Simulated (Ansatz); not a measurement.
C2H6Cl2Se2Sn (`C[Se][Sn]([Cl])([Cl])[Se]C`). The species carries charge 0 and has multiplicity 1. Sn takes the def2 core potential. The geometry is a stationary point of PBE0-D4/def2-TZVP. It is one conformer, not always the lowest.

```xyz
13

C     0.471   -0.363    2.413
Se   -1.312   -0.118    1.633
Sn   -0.541    1.407   -0.192
Cl    0.388    3.355    0.668
Cl   -2.442    1.981   -1.398
Se    1.204    0.398   -1.670
C     0.106   -1.136   -2.208
H     1.172   -0.717    1.659
H     0.351   -1.120    3.186
H     0.816    0.567    2.858
H    -0.725   -0.803   -2.826
H     0.765   -1.779   -2.789
H    -0.252   -1.674   -1.333
```

Q: What is the dipole moment at r2SCAN/def2-TZVPP? (An estimate is asked.)

A: The calculation gave: 3.87 D, with components (1.38, -3.58, 0.49) D in this frame, pointing from negative to positive charge.

Q: And with PBE, B3LYP, ωB97M-V? (Best estimate.)

A: Ansatz gave: PBE 3.74 D, B3LYP 3.80 D, ωB97M-V 3.72 D.

Q: Give the Mulliken charges with r2SCAN, PBE, B3LYP in def2-TZVPP. (An estimate is asked.)

A: The calculation gave: 
```
atom  r2SCAN    PBE  B3LYP
  C1   -0.23  -0.34  -0.36
 Se2   -0.19  -0.17  -0.17
 Sn3    0.87   0.80   0.88
 Cl4   -0.34  -0.32  -0.34
 Cl5   -0.34  -0.32  -0.34
 Se6   -0.19  -0.17  -0.17
  C7   -0.23  -0.34  -0.36
  H8    0.11   0.14   0.14
  H9    0.10   0.14   0.14
 H10    0.12   0.15   0.15
 H11    0.12   0.15   0.15
 H12    0.10   0.14   0.14
 H13    0.11   0.14   0.14
```

B3LYP here is the variant with VWN-RPA as its local correlation; programs differ in this.
